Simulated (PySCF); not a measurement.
Al(H)(Me)(SeH) (CH5AlSe), SMILES [AlH]([CH3])[SeH].

Coordinates come from a ωB97X-D3(BJ)/def2-SVP optimisation. The values are those of a single conformer.

Calculation: r2SCAN/def2-TZVPD (PySCF).

Isolated molecule, no solvent.

Computed frontier levels, gap, dipole moment and polarisability:
The highest occupied level is -6.47 eV, the lowest empty level comes out as -1.45 eV and the orbital gap is 5.01 eV. The dipole moment is 0.99 D. The quadrupole, principal values (traceless, Buckingham form, about the centre of nuclear charge) comes out as -4.16, 1.62, 2.54 D·Å and the mean static polarisability comes out as 72.5 bohr³ (10.75 Å³). The polarisability, principal values comes out as 60.2, 68.8, 88.6 bohr³.
